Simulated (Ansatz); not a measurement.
Stepwise reaction of `[NH2][Sn]([F])([F])[F]` with ammonia, as a gas-phase model of exchange steps in deposition or etching. ΔE in kJ/mol.

Computed with Ansatz on PBE0-D4/def2-TZVP structures; ΔE is electronic, products minus reactants. CCSD(T)/CBS is the MP2 limit (def2-TZVPP, def2-QZVPP) plus CCSD(T) − MP2 in def2-TZVPP, frozen cores. This one scheme is used for every species. Functionals use def2-TZVPP. B3LYP here is the variant with VWN-RPA as its local correlation; programs differ in this. def2 core potentials past Kr. For Sn outer-core shells are correlated without core-valence functions, which leaves a few kJ/mol of doubt a bond. One conformer a species, not always the lowest.

```tsv
step	reaction	PBE-D4	B3LYP-D4	ωB97M-V	CCSD(T)/CBS
1	`[NH2][Sn]([F])([F])[F]` + NH₃ → `[NH2][Sn]([NH2])([F])[F]` + H–F	37.7	38.8	37.7	32.3
2	`[NH2][Sn]([NH2])([F])[F]` + NH₃ → `[NH2][Sn]([NH2])([NH2])[F]` + H–F	57.0	59.6	57.7	51.6
3	`[NH2][Sn]([NH2])([NH2])[F]` + NH₃ → `[NH2][Sn]([NH2])([NH2])[NH2]` + H–F	72.5	74.4	72.4	63.8
```

By hand: ΔE of the 3 steps together at CCSD(T)/CBS.

(32.3) + (51.6) + (63.8) = 147.7 kJ/mol, or 49.2 kJ/mol a step.

In ΔE each step is higher than the one before. All are uphill at CCSD(T)/CBS. PBE-D4 differs from CCSD(T)/CBS by 5.4 to 8.7 kJ/mol a step. Isolated molecules leave out the surface, adducts and barriers. Largest T1 diagnostic: 0.014.
